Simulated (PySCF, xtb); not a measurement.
KI, SMILES [K][I].

GFN2-xTB (xtb) at its own geometry gives an orbital gap of 1.80 eV and a dipole moment of 10.00 D.

The structure is a stationary point at PBE0-D3(BJ)/def2-TZVPD. The def2 effective core potentials stand for the cores of I; spin–orbit coupling is left out.

**Question.** What does CAM-B3LYP/def2-TZVPD in PySCF give? (Estimate from the structure and the level; the computed values follow.)

**Answer.** gap 5.55 eV (levels -6.69 and -1.14 eV), dipole 11.20 D.
